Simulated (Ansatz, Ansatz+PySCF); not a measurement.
```xyz
4

N     0.0000    0.0000   -0.1963
H     0.0000    0.0000    1.3739
B    30.0000    0.0000   -0.4592
H    30.0000    0.0000    2.2960
```

Basis set: 6-31G (spherical functions). Left uncorrelated: 2 orbitals. Correlation on ROHF uses semicanonical orbitals with singles. Charge 0, multiplicity 3.

Computed with Ansatz (development build ahead of 0.2.0); each method stands on the lowest determinant of its kind that the runs found.

(1) Give the atomization energy at this shape (free ground-state atoms in the same class of orbitals less the molecule, no zero-point energy) of triplet BNH2 by ROHF-CCSD(T), UHF-CCSD(T), UHF-MP2, ROHF-MP2, UHF, ROHF.

Results:

(1)

| method | atomization energy |
| --- | --- |
| ROHF-CCSD(T) | 1.63 eV |
| UHF-CCSD(T) | 1.59 eV |
| UHF-MP2 | 0.67 eV |
| ROHF-MP2 | -0.05 eV |
| UHF | 0.28 eV |
| ROHF | -2.41 eV |

Caution: the shape is not the minimum. Caution for ROHF-CCSD(T), ROHF-MP2: a plain start can end on a higher determinant. Caution for ROHF-CCSD(T), ROHF-MP2, ROHF: an unrestricted determinant lies well below. Caution for ROHF-CCSD(T), UHF-CCSD(T), UHF-MP2, ROHF-MP2: large amplitudes, a single reference is doubtful. Caution for ROHF-CCSD(T): the amplitudes may be one of several solutions. Caution for UHF-CCSD(T), UHF-MP2, UHF: the unrestricted determinant is a mixture of spin states. Caution for UHF-MP2, ROHF-MP2: forces differ strongly between restricted and unrestricted references. Caution for ROHF: the molecule lies well above its atoms at this level.

This basis has no polarisation functions and is too small for such energies, which can lie far from measured ones in either direction.
